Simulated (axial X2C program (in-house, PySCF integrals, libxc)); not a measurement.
**Cu₂: cheaper levels and CCSD(T), two-component**

Computed with an in-house relativistic program for diatomic molecules. Two-component (2c) means X2C with spin–orbit coupling and atomic mean-field two-electron Coulomb and Gaunt terms. Basis: Cu dyall-cv3z [9s9p6d3f2g] (cores contracted in-house); Gaussian nuclei, density fitting, unrestricted open shells. Masses: Cu 62.930 u.

State: Ω = 0 (closed shell); fragments Cu + Cu.

| level | Re (Å) | ωe (cm⁻¹) | De (eV) |
| --- | --- | --- | --- |
| PBE0 | 2.237 | 259.5 | 1.91 |
| HF | 2.401 | 196.5 | n/a |
| MP2 | 2.197 | 281.9 | 1.94 |
| M06 | 2.224 | 274.9 | 2.18 |
| PW91 | 2.211 | 274.0 | 2.31 |
| B3LYP | 2.244 | 257.0 | 1.95 |

Correlated methods: 22 electrons correlated (number of frozen shells: Cu 3 s, 2 p), 298 virtual spin orbitals or spinors in MP2, 140 natural virtuals in coupled cluster.

CCSD(T), same Hamiltonian and basis:

Re = 2.216 Å, ωe = 264.9 cm⁻¹; T1 = 0.025 (Lee–Taylor normalisation).

Task: Give the differences from CCSD(T) in the columns below.

Result: 

```json
{"level": "PBE0", "ΔRe (Å)": "0.021", "Δωe (cm⁻¹)": "-5.4"}
{"level": "HF", "ΔRe (Å)": "0.185", "Δωe (cm⁻¹)": "-68.4"}
{"level": "MP2", "ΔRe (Å)": "-0.019", "Δωe (cm⁻¹)": "17.0"}
{"level": "M06", "ΔRe (Å)": "0.008", "Δωe (cm⁻¹)": "10.0"}
{"level": "PW91", "ΔRe (Å)": "-0.005", "Δωe (cm⁻¹)": "9.1"}
{"level": "B3LYP", "ΔRe (Å)": "0.028", "Δωe (cm⁻¹)": "-7.9"}
```

Occupations by symmetry block were frozen at the best pattern of an incomplete PBE0 search. The closed shell is kept restricted, so the energy runs too high when the bond is stretched far. Dissociation energies refer to the lowest single-determinant-based atoms at the same level and basis. De is not given where an atomic determinant may have missed its ground term or J level, or where the truncated virtual space spoils (T). Coupled cluster ran in a truncated set of natural virtual spinors; the MP2 energy of the rest was added. (T) has no such correction and the atoms are truncated less, which lowers De at CCSD(T) by a hundredth of an eV or more.
